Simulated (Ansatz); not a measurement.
Consider the ligand exchange at the Si–C bond: `O[Si@H](F)C[Si@H](O)F` + `O[SiH2]F` → `O[SiH](F)O[SiH2]F` + `C[SiH](O)F`.

Isolated molecules relaxed with PBE0-D4/def2-TZVP in Ansatz; ΔE leaves out vibrations. CCSD(T)/CBS adds triple-zeta CCSD(T) − MP2 to the extrapolated MP2 energy (def2 sets, frozen cores). DFT in def2-TZVPP. B3LYP here is the variant with VWN-RPA as its local correlation; programs differ in this. One conformer a species, not always the lowest.

`O[Si@H](F)C[Si@H](O)F`:

```xyz
13

O     0.288   -0.228   -1.830
Si   -1.104   -0.205   -0.949
F    -2.183    0.686   -1.721
C    -0.668    0.552    0.673
Si    0.957   -0.017    1.382
O     2.171    0.238    0.332
F     0.788   -1.578    1.699
H     0.273   -0.621   -2.705
H    -1.691   -1.560   -0.862
H    -0.613    1.639    0.536
H    -1.473    0.354    1.388
H     1.321    0.642    2.651
H     1.934    0.096   -0.593
```

`O[SiH2]F`:

```xyz
6

O     0.270    0.660    1.054
Si    0.008   -0.332   -0.212
F     0.686    0.243   -1.538
H    -0.188    1.501    1.090
H     0.660   -1.611    0.121
H    -1.436   -0.461   -0.516
```

`O[SiH](F)O[SiH2]F`:

```xyz
10

O    -0.287   -0.166    2.514
Si    0.243    0.586    1.182
F    -0.620    1.892    0.897
O     0.095   -0.368   -0.122
Si   -0.001   -0.567   -1.728
F     1.262    0.115   -2.417
H    -1.165   -0.549    2.534
H     1.636    0.975    1.418
H    -1.211    0.096   -2.258
H     0.047   -2.013   -2.021
```

`C[SiH](O)F`:

```xyz
9

C     0.999    0.378    0.441
Si   -0.377   -0.556   -0.371
O    -1.860   -0.051    0.095
F    -0.212   -0.361   -1.952
H     1.968    0.003    0.103
H     0.950    0.269    1.527
H     0.952    1.444    0.201
H    -0.354   -2.007   -0.095
H    -2.067    0.883    0.052
```

Task: Is it downhill or uphill in electronic energy at CCSD(T)/CBS, and by how much? (Best estimate.)

Result: Ansatz gave: Downhill: ΔE = -25.8 kcal/mol.

Task: What do these levels give: PBE-D4, PBE0-D4, B3LYP-D4, ωB97X-V, ωB97M-V, PBE0, SCS-MP2/def2-TZVPP, CCSD/def2-TZVPP, CCSD(T)/def2-TZVPP, HF/def2-QZVPP, SCS-MP2/def2-QZVPP, MP2/CBS(def2)? (Best estimate.)

Result: Ansatz gave: PBE-D4 -21.9, PBE0-D4 -23.5, B3LYP-D4 -26.1, ωB97X-V -25.1, ωB97M-V -24.7, PBE0 -24.3, SCS-MP2/def2-TZVPP -27.1, CCSD/def2-TZVPP -26.9, CCSD(T)/def2-TZVPP -25.7, HF/def2-QZVPP -33.8, SCS-MP2/def2-QZVPP -27.4, MP2/CBS(def2) -25.7 kcal/mol.

Largest T1 diagnostic among the species: 0.012.

The D4 term adds +1.5 kcal/mol with B3LYP and +0.8 kcal/mol with PBE0; it sums over pairs of atoms, weighted by their polarisabilities, and B3LYP, whose exchange is more repulsive, gets the larger term. From PBE to PBE0 (25 % exact exchange), in def2-TZVPP and without D4, ΔE moves by −1.4 kcal/mol. In def2-TZVPP, CCSD(T) changes the Hartree–Fock value by +7.3 kcal/mol (the triples alone add +1.1 kcal/mol) and MP2 by +7.4 kcal/mol.
